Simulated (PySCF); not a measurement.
C₂H₆Si, charge -1, doublet, geometry from GFN2-xTB (a state made from the parent by changing its charge; the spin is typed, not shown lowest) (in this run its highest filled SCF level lies above zero, so its values depend strongly on the basis, on diffuse functions most of all). Base run: PySCF with B3LYP/STO-3G.

PySCF was given this input:
```python
from pyscf import gto, scf, dft

mol = gto.Mole()
mol.atom = '''
    Si   -0.25215424    0.11481918    0.67817736
    C     0.74958618    1.26004226   -0.45901186
    H     0.93702546    2.21259696    0.04602924
    H     0.23131482    1.49563534   -1.39997624
    H     1.73131473    0.84650306   -0.73235712
    C    -0.41541715   -1.41220712   -0.43974705
    H     0.55427466   -1.85335584   -0.71289327
    H    -0.94572525   -1.20422356   -1.38051239
    H    -0.98305928   -2.19163532    0.07778029
'''
mol.basis = 'sto-3g'
mol.charge = -1
mol.spin = 1
mol.verbose = 4
mol.build()

mf = dft.UKS(mol)
mf.xc = 'b3lyp'
mf.kernel()
```

Each row names what was changed in the base input (with any setting that the change needs).

| change | ΔE vs base (µEh) | grid points | electrons on the grid |
|---|---|---|---|
| base | 0.0 | 106264 | 32.99999 |
| grids.prune = dft.gen_grid.treutler_prune | -0.6 | 92624 | 32.99999 |
| grids.atom_grid = (50, 194) | -23.8 | 59488 | 33.00005 |
| grids.radi_method = gauss_chebyshev | 0.0 | 103552 | 32.99999 |
| grids.prune = off | 0.0 | 170624 | 32.99999 |
| grids.atom_grid = (99, 590) | -0.3 | 292064 | 33.00000 |
| grids.radi_method = mura_knowles | 0.1 | 101000 | 32.99999 |
| grids.atom_grid = (30, 110) | 622 | 22192 | 32.99970 |
| small_rho_cutoff = 0 | 0.0 | 106264 | 32.99999 |
| grids.level = 4 | -0.3 | 180384 | 33.00000 |
| grids.level = 2 | 0.5 | 66576 | 32.99998 |

Open shells are given as the SCF converged; they aren't shown to be the lowest states, and a large step between rows can be another state.
